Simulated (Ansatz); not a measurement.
Reaction (SMILES): C[O][Ge]([Br])([O]C)[O]C + 7 [H][H] (H2) → Br (HBr) + 3 C (CH4) + [GeH4] (GeH4) + 3 O (H2O)
Structures are relaxed separately at B3LYP-D3(BJ)/def2-TZVP in Ansatz (an electronic-structure program), one conformer each, not searched for the lowest.

Property: energy of full hydrogenation (electronic energy difference), in kcal/mol. Correlated levels leave the core frozen unless marked. Spin-orbit coupling is left out. Frozen are the shells of the preceding noble gas and the d and f shells that filled before the atom's block. No relativistic terms. CBS marks a two-point X^-3 extrapolation of the correlation energy; Hartree-Fock from the larger set. [CCSD(T)-MP2]/basis is that difference in the basis named.

RI-MP2/CBS(aug-cc-pVTZ,aug-cc-pVQZ)+[CCSD(T)-MP2]/aug-cc-pVTZ (Ansatz) gives -55.2 kcal/mol.

Task: Another calculation gave -69.7 kcal/mol. Which level was it?
A. HSE06/def2-TZVPD (Ansatz)
B. SVWN5/def2-TZVPD (Ansatz)
C. B97M-V/def2-TZVPD (Ansatz)
D. wB97X-V/def2-TZVPD (Ansatz)

Result: A, HSE06/def2-TZVPD (Ansatz). The others give -66.6 (B97M-V), -56.1 (wB97X-V), -63.5 (SVWN5) kcal/mol.
